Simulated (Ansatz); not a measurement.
Cartesian coordinates in Å:
```
O -0.813 -1.549 -1.629
Ge -0.655 -1.088 0.089
Si 0.149 1.165 0.177
O 0.895 1.548 1.584
Cl 1.473 1.264 -1.416
H -0.080 -1.212 -2.151
H -2.056 -1.299 0.681
H 0.353 -2.027 0.795
H -0.865 2.220 -0.030
H 1.599 0.978 1.899
```

Total charge 0; spin multiplicity 1.

Question: List the PBE0/def2-TZVPP orbital energies in eV (Ansatz). (An estimate is asked.)

Answer: Computed: Occupied: -10860.37, -2767.59, -1804.25, -1358.61, -1208.42, -1208.42, -1208.41, -523.42, -522.52, -259.44, -197.71, -197.60, -197.59, -171.36, -146.41, -121.18, -121.14, -121.13, -101.12, -101.07, -101.03, -34.14, -33.98, -33.97, -33.93, -33.91, -28.87, -27.41, -23.31, -16.64, -15.77, -13.66, -12.74, -11.74, -11.23, -10.72, -10.30, -10.19, -9.62, -9.49, -8.82, -7.79. Lowest empty: -0.77, -0.22, 0.57, 1.07, 1.40, 1.70, 2.38, 2.57.
